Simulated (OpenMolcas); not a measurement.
## Predicting a hybrid from its neighbours: C2H7BO

C2H7BO: 11 atoms, total charge 0, spin state singlet. As SMILES, `CCBO`. The shape is that of a PBE0-D4/def2-TZVP optimisation. This is one conformer, not always the lowest.

The HOMO–LUMO gap y, in eV, basis def2-SVP; a is the functional's share of exact exchange. Programs: OpenMolcas 26.06.

```
functional     program     a  y (eV)
    revPBE  OpenMolcas     0    6.12
      BLYP  OpenMolcas     0    6.10
     B3LYP  OpenMolcas   0.2       ?
      PBE0  OpenMolcas  0.25    8.55
     BHLYP  OpenMolcas   0.5   11.04
```

Fit y = c + s·a to the known rows and predict B3LYP.


1. Means of the 4 rows: a = 0.1875, y = 7.952.
2. Σ(Δa)² = 0.17188, Σ(Δa·Δy) = 1.6931, so the slope is 1.6931/0.17188 = 9.8505.
3. Intercept: 7.952 − (9.8505) × 0.1875 = 6.105. The largest residual of the fit is 0.018.
4. B3LYP: 6.105 + (9.8505) × 0.2 = 8.08 eV.

The run gave 8.10 eV, so the prediction is off by -0.02 eV, more than the largest residual. Exact exchange lowers occupied levels and raises empty ones. The rows mix families of semi-local functionals, which the line can't see.
